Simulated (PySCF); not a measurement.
## Partial charges of `[CH3][GeH-][PH2]`

CH6GeP (charge -1).
Numbering: `[CH3:1][GeH-:2][PH2:3]` (hydrogens: H4, H5, H6 on C1; H7 on Ge2; H8, H9 on P3)

Structure used (PBE0-D3(BJ)/def2-SVP), in Å, numbered top down from 1:
```xyz
9
CH6GeP angstrom
C     -1.4904    0.1686    0.2419
Ge    -0.0035   -0.5594   -0.9786
P      1.8000    0.3123    0.4520
H     -2.4476   -0.3236   -0.0092
H     -1.6269    1.2506    0.0667
H     -1.2953    0.0188    1.3170
H      0.1064   -1.9780   -0.2043
H      2.8687   -0.3896   -0.2017
H      2.0843    1.5081   -0.2948
```

Density: PBE0/pcSseg-1 (PySCF); schemes: Mulliken, IAO, Hirshfeld and ESP-fitted. Geometry: PBE0-D3(BJ)/def2-SVP, one conformer, isolated ion. The calculation is non-relativistic, for germanium too. The pcSseg-1 basis has no diffuse functions, a weakness for an anion.

Q: For which atoms does the sign change between the 4 schemes (beyond +0.03 e in one, beyond −0.03 e in another)?

A: C1, H4, H5, H6, H8 and H9. Atomic charges aren't observables, and each scheme defines them in its own way.

Q: At which atom do the 4 schemes differ most?

A: At C1: from -0.646 (IAO) to +0.224 e (ESP-fitted), 0.870 e apart.

Q: Tabulate the Mulliken, IAO, Hirshfeld and ESP-fitted charges.

A: In e:

```csv
atom,environment,Mulliken,IAO,Hirshfeld,ESP-fitted
C1,sp3 carbon bound to germanium,-0.546,-0.646,-0.260,+0.224
Ge2,"germanium bonded to C, P and H",-0.228,-0.178,-0.192,-0.655
P3,three-coordinate phosphorus,-0.268,-0.228,-0.201,-0.524
H4,methyl hydrogen,+0.077,+0.105,-0.007,-0.110
H5,methyl hydrogen,+0.079,+0.105,-0.008,-0.032
H6,methyl hydrogen,+0.097,+0.111,-0.007,-0.072
H7,Ge–H hydrogen,-0.158,-0.168,-0.187,-0.007
H8,P–H hydrogen,-0.023,-0.046,-0.065,+0.088
H9,P–H hydrogen,-0.030,-0.055,-0.072,+0.088
```

Mean size of the charges over all atoms: ESP-fitted 0.200 e, IAO 0.182 e, Mulliken 0.167 e, Hirshfeld 0.111 e. Each set sums to the total charge, -1, to within 0.001 e. The IAO scheme projects the occupied orbitals on a minimal set of polarised atomic orbitals and counts the electrons in each atom's part of it. The ESP scheme fits charges at the nuclei, held to the total charge, to the electrostatic potential on points at 1.4 to 2.0 times the van der Waals radii.

Q: How closely do the schemes follow one another over all atoms?

A: Correlation coefficient and root-mean-square difference: Mulliken with IAO 0.99, 0.044 e; Mulliken with Hirshfeld 0.95, 0.114 e; IAO with Hirshfeld 0.91, 0.146 e; Hirshfeld with ESP-fitted 0.23, 0.268 e; Mulliken with ESP-fitted 0.07, 0.327 e; IAO with ESP-fitted -0.09, 0.370 e.

Q: Sum the charges by element, for elements with more than one atom.

A: 
| element | atoms | Mulliken | IAO | Hirshfeld | ESP-fitted |
| --- | --- | --- | --- | --- | --- |
| H | 6 | +0.042 | +0.051 | -0.347 | -0.045 |
